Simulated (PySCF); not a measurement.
Species: C₂H₈GeOSi.
Structure used (PBE0-D3(BJ)/def2-SVP), in Å, numbered top down from 1:
```
atom  x, y, z in Å
O1     0.706    1.883    0.877
C2     1.534    1.007    0.965
Si3    1.201   -0.749    0.229
C4    -0.233   -0.620   -0.959
Ge5   -1.828    0.297   -0.247
H6     2.505    1.218    1.494
H7     0.891   -1.649    1.385
H8     2.467   -1.237   -0.405
H9     0.091   -0.083   -1.865
H10   -0.531   -1.633   -1.272
H11   -3.076   -0.434   -0.792
H12   -1.864    0.217    1.289
H13   -1.871    1.758   -0.713
```

Computed with PySCF at CAM-B3LYP/def2-SVPD, non-relativistic, on one gas-phase PBE0-D3(BJ)/def2-SVP geometry that isn't relaxed in the solvent. The solvent is an IEF-PCM continuum (cavity from Bondi-type radii × 1.2), and excitations are vertical TDDFT with non-equilibrium linear response and a frozen core. Specific hydrogen bonds and non-electrostatic terms are outside this model. Spin–orbit coupling is left out although an atom past zinc is present.

Gas-phase singlets (H = HOMO, L = LUMO):

| state | E (eV) | λ (nm) | f | leading configurations |
| --- | --- | --- | --- | --- |
| S1 | 3.257 | 381 | 0.000 | H→L 96% |
| S2 | 6.571 | 189 | 0.005 | H→L+1 73%, H→L+4 10% |
| S3 | 6.703 | 185 | 0.017 | H-1→L 94% |
| S4 | 6.813 | 182 | 0.045 | H→L+2 75%, H→L+3 13% |
| S5 | 7.205 | 172 | 0.019 | H-2→L 81%, H-4→L 8% |

Give the list for acetonitrile (ε = 35.69), n² = 1.81.

| state | E (eV) | λ (nm) | f | leading configurations | change by rank (eV) |
| --- | --- | --- | --- | --- | --- |
| S1 | 3.320 | 373 | 0.000 | H→L 96% | +0.063 |
| S2 | 6.627 | 187 | 0.010 | H→L+1 66%, H→L+4 10% | +0.056 |
| S3 | 6.630 | 187 | 0.018 | H-1→L 96% | -0.073 |
| S4 | 7.021 | 177 | 0.029 | H→L+2 56%, H→L+3 20% | +0.208 |
| S5 | 7.165 | 173 | 0.051 | H-2→L 72%, H→L+2 9% | -0.040 |

The ground-state energy changes by -0.162 eV from gas to acetonitrile. By how much does the total energy of gas-phase S1 change?

E(S1) = E(S0) + excitation energy, so it changes by -0.162 + 0.063 = -0.099 eV: it is lowered less than the ground state, which is what a blue shift means. This is the vertical state, with the slow part of the continuum still set for S0.

How do the frontier levels move from gas to acetonitrile?

```
orbital  gas (eV)  solvent (eV)  change (eV)                     Löwdin shares, gas                 Löwdin shares, solvent
 LUMO+2      1.14          1.34        +0.20   Si3 19 %, Ge5 16 %, C4 10 %, H8 10 %   Ge5 21 %, Si3 16 %, C4 14 %, H13 7 %
 LUMO+1      0.88          1.02        +0.14    Ge5 29 %, Si3 19 %, C4 9 %, H10 6 %   Ge5 39 %, Si3 12 %, H11 8 %, H13 7 %
   LUMO     -0.48         -0.33        +0.15     C2 40 %, O1 33 %, Si3 14 %, H6 6 %     C2 41 %, O1 33 %, Si3 13 %, H6 6 %
   HOMO     -8.54         -8.47        +0.07    O1 48 %, C2 21 %, Si3 12 %, H6 10 %    O1 47 %, C2 22 %, Si3 12 %, H6 10 %
 HOMO-1    -10.04         -9.85        +0.19  C4 31 %, Ge5 23 %, Si3 14 %, H11 13 %  C4 33 %, Ge5 22 %, Si3 15 %, H11 11 %
 HOMO-2    -10.49        -10.37        +0.12   Ge5 30 %, H12 24 %, C4 19 %, H11 7 %   Ge5 26 %, H12 22 %, C4 20 %, Si3 8 %
 HOMO-3    -10.61        -10.59        +0.02   Ge5 39 %, H13 30 %, H11 12 %, C4 7 %   Ge5 38 %, H13 29 %, H11 14 %, C4 8 %
```

The HOMO–LUMO gap goes from 8.06 to 8.13 eV. Rows go by rank; for LUMO+1 and LUMO+2 the atom shares or the degeneracy differ between the runs, so the row needn't follow one orbital.
